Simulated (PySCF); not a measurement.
Al: excitation energy

Al [Ne] 3s2 3p1 (2P) → Al [Ne] 3s1 3p1 4s1 (4P), as a difference of total energies. All numbers are calculated (PySCF 2.14, the non-relativistic Hamiltonian (point nucleus), in aug-cc-pwCVTZ). Correlated levels: nothing frozen. The calculations carry no spin-orbit coupling.

```csv
method,excitation energy (eV)
UHF,6.411
MP2 (all electrons),7.383
SCS-MP2 (all electrons),7.600
CCSD (all electrons),7.579
CCSD(T) (all electrons),7.636
```

**Question.** How much does correlation contribute at CCSD(T) (all electrons)?

**Answer.** 7.636 − (6.411) = 1.225 eV, measured against UHF.

The upper state lies above the first ionisation limit, but in LS coupling its spin forbids autoionisation to the ground ion. A Rydberg-like electron needs more diffuse functions than a valence basis has.

The promoted electron is Rydberg-like, and one or two diffuse shells describe it only roughly, which tends to raise the upper state.
